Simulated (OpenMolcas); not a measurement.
V3+ (d2) among equal point charges was computed by CASSCF with the d shell active (OpenMolcas, ANO-RCC-VDZP on the metal). Its lowest spin-free states, and all those of the highest spin:

```json
{"2S+1": "3", "Degeneracy": "3", "E (cm-1)": "0.0"}
{"2S+1": "3", "Degeneracy": "3", "E (cm-1)": "6434"}
{"2S+1": "3", "Degeneracy": "1", "E (cm-1)": "14190"}
{"2S+1": "1", "Degeneracy": "3", "E (cm-1)": "14563"}
{"2S+1": "1", "Degeneracy": "2", "E (cm-1)": "15256"}
{"2S+1": "3", "Degeneracy": "3", "E (cm-1)": "21548"}
{"2S+1": "1", "Degeneracy": "3", "E (cm-1)": "24618"}
{"2S+1": "1", "Degeneracy": "1", "E (cm-1)": "26619"}
{"2S+1": "1", "Degeneracy": "3", "E (cm-1)": "27360"}
{"2S+1": "1", "Degeneracy": "2", "E (cm-1)": "32462"}
{"2S+1": "1", "Degeneracy": "1", "E (cm-1)": "58895"}
```

**Question.** Is the site octahedral, tetrahedral or cube-like, axial, or of lower symmetry?

**Answer.** The states with 2S+1 = 3 have orbital degeneracies 3, 3, 1, 3. Threefold states need a cubic site. For d2 at this spin an octahedron puts the threefold T1 below the threefold T2 and a tetrahedron or cube puts the single A2 below the threefold T2, so the site is octahedral. The run had V3+ among 6 point charges of -1.76 e arranged as an octahedron (Oh), 1.83 Å from the ion.

An orbital triplet at a regular site is open to Jahn-Teller coupling, which can distort the site and quench the lowest spin-orbit gaps and is left out. Without dynamic correlation the repulsion within the d shell is too large (B by tens of per cent), so at a given field states of lower spin stand too high. This field is weak: 10Dq is about 7996 cm-1, while octahedral complexes of 3d ions of charge 3 and more, computed by the same method with explicit ligands, had a median near 15000 cm-1. Ground spin and moment need not be those of a real site. This is an electrostatic model: the charges have no orbitals. No measured value stands beside these numbers.
